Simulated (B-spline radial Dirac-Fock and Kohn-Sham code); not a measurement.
**P: eigenvalues, ΔSCF and the reference**

System: neutral phosphorus, [Ne] 3s1 3p4 (not the ground configuration).

The density-functional columns are spherical, spin-unpolarised Dirac-Kohn-Sham results without Breit or QED terms: −ε is minus the orbital energy of the initial state and ΔSCF the difference of two total energies. The reference in the last column comes from multi-electron Dirac-Fock with separately optimised hole states, Breit and Lamb-shift corrections added in first order. All numbers are from a B-spline atomic structure program, in eV; a selection of levels is shown.

| level | LDA −ε | LDA ΔSCF | Dirac-Fock |
| --- | --- | --- | --- |
| 2p1/2 | 126.6 | 142.3 | 141.2 |
| 3s | 14.72 | 19.57 | 20.62 |
| 3p | 6.15 | 10.39 | 8.71 |

Values without a named source are computed, but for edge energies of neutral atoms, which are taken from tables.
